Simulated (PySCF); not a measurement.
**Correlation energy of Sc (scandium, neutral)**

[Ar] 4s2 4p1, 2P determinant (an excited configuration). Calculation: PySCF 2.14, in aug-cc-pVTZ; no relativity, point nucleus. Frozen: [Ar]; 3 electrons correlated.

MP2 pair energies summed by pair of shells (mhartree):

```json
{"pair": "4s-4s", "energy": "-16.16", "share (%)": "50.9"}
{"pair": "4s-4p", "energy": "-15.62", "share (%)": "49.1"}
```

Total MP2 correlation energy: -31.78 mhartree.

Same-spin part -2.24 and opposite-spin part -29.54 mhartree; SCS-MP2 scales them by 1/3 and 6/5 to -36.19 mhartree.
